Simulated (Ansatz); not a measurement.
`[F][In]([F])[I]` + HCl → `[F][In]([F])[Cl]` + HI at 500 K and 1 bar (ligand exchange at the In–I bond).

Program: Ansatz. Geometries: PBE0-D4/def2-TZVP. ΔE: electronic, gas phase. CCSD(T)/CBS adds triple-zeta CCSD(T) − MP2 to the extrapolated MP2 energy (def2 sets, frozen cores). This one scheme is used for every species. Elements past krypton have def2 core potentials. For I, In outer-core shells are correlated without core-valence functions, which leaves a few kJ/mol of doubt a bond.

| species | CCSD(T)/CBS energy (Eh) | H − E (kJ/mol) | S (J/(mol·K)) |
| --- | --- | --- | --- |
| `[F][In]([F])[I]` | -686.94930 | 43.9 | 387.6 |
| HCl | -460.38127 | 32.5 | 201.9 |
| `[F][In]([F])[Cl]` | -849.27843 | 44.2 | 367.9 |
| HI | -298.03592 | 28.6 | 221.6 |

H − E and S are ideal-gas, rigid-rotor, harmonic terms from PBE0-D4/def2-TZVP. 1 Eh = 2625.50 kJ/mol, R = 8.31446 J/(mol·K).

Question: By hand: ΔE, ΔH, ΔS and ΔG.

Answer: ΔE = (-849.27843) + (-298.03592) − (-686.94930) − (-460.38127) = 0.01622 Eh = 42.6 kJ/mol. Δ(H − E) = 44.2 + 28.6 − 43.9 − 32.5 = -3.6, so ΔH = 39.0 kJ/mol. ΔS = 367.9 + 221.6 − 387.6 − 201.9 = 0.0 J/(mol·K). ΔG = 39.0 − 500 × (0.0)/1000 = 39.0 kJ/mol.

Question: By hand: the equilibrium constant, and the temperature at which ΔG would vanish if ΔH and ΔS stayed fixed.

Answer: log₁₀ K = −ΔG/(RT ln 10) = -4.1. With ΔH or ΔS at zero there is no such temperature.

The number of gas molecules stays the same, so ΔS is small and ΔH decides. A doubt of 5 kJ/mol in ΔE shifts log₁₀ K by 0.5 here. These are equilibria of isolated gas molecules and say nothing of rates. Largest T1 diagnostic: 0.016 (customary marks: 0.02 for closed shells, 0.045 for open ones).

ΔS is within the doubt of such terms, so its sign, and with it that verdict, could turn.
